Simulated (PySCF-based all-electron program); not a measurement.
Results of a calculation; reference values are marked as such.
## Bond force of AgBr, singlet

Method: all-electron DFT (in-house code on PySCF), basis-limit composite values; Koelling–Harmon scalar relativity, no spin–orbit coupling, spin-restricted. Forces are good to about 0.002 eV/Å. A positive force pushes the atoms apart.

```
 r (Å)  PBE (eV/Å)
1.9144      14.926
 2.034           ?
2.1537           ?
 2.393       0.131
2.6323           ?
```

(1) What does PBE give at the lengths left open?

(2) Fit a Morse curve to the forces within 0.84 to 1.25 of the listed length with the smallest force. Where does the force vanish, what is the force constant, and what harmonic wavenumber follows with standard atomic masses?

## Answers

(1) 2.034 Å: 8.347 eV/Å; 2.1537 Å: 4.236 eV/Å; 2.6323 Å: -1.329 eV/Å.

(2) PBE: 2.406 Å, 9.6 eV/Å², about 240 cm⁻¹. The points are far apart, so these are estimates.
